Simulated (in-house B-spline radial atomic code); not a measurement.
Inner levels of rhodium as electrons are removed. A shift is the extra binding of the orbital against the neutral atom ([Kr] 4d8 5s1). Computed with a B-spline radial code for spherical atoms: non-relativistic Hartree-Fock, average of the configuration, point nuclei.

This level leaves out relativity, spin-orbit splitting included, which matters for heavy ions.

```tsv
ion	configuration	shift of 3p (eV)	shift of 3d (eV)	shift of 1s (eV)	radius of 3p (bohr)	radius of 3d (bohr)	radius of 1s (bohr)	Σ<r²> (bohr²)	change of density at nucleus (bohr⁻³)
Rh14+	[Ar] 3d10 4s2 4p1	309.15	310.88	328.15	0.39048	0.36301	0.033842	5.8863	97.437
Rh15+	[Ar] 3d10 4s2	340.25	342.48	363.49	0.38989	0.36201	0.033842	4.8802	111.57
Rh16+	[Ar] 3d10 4s1	372.71	375.38	399.78	0.38917	0.36095	0.033841	3.971	-10.379
Rh17+	[Ar] 3d10	405.83	408.99	437.02	0.38841	0.35984	0.033841	3.1047	-140.82
Rh18+	[Ar] 3d9	461.37	468.91	508.57	0.38435	0.35375	0.033842	2.8723	-112.42
Rh19+	[Ar] 3d8	518.22	530.45	582.53	0.38033	0.34792	0.033843	2.6545	-82.568
Rh20+	[Ar] 3d7	576.36	593.61	658.9	0.37636	0.34233	0.033843	2.45	-51.263
Rh21+	[Ar] 3d6	635.79	658.36	737.66	0.37244	0.33695	0.033844	2.2577	-18.504
Rh22+	[Ar] 3d5	696.49	724.7	818.81	0.36857	0.33178	0.033845	2.0765	15.708
Rh23+	[Ar] 3d4	758.46	792.61	902.34	0.36477	0.32679	0.033846	1.9055	51.376
Rh24+	[Ar] 3d3	821.68	862.09	988.24	0.36101	0.32199	0.033846	1.7441	88.5
```
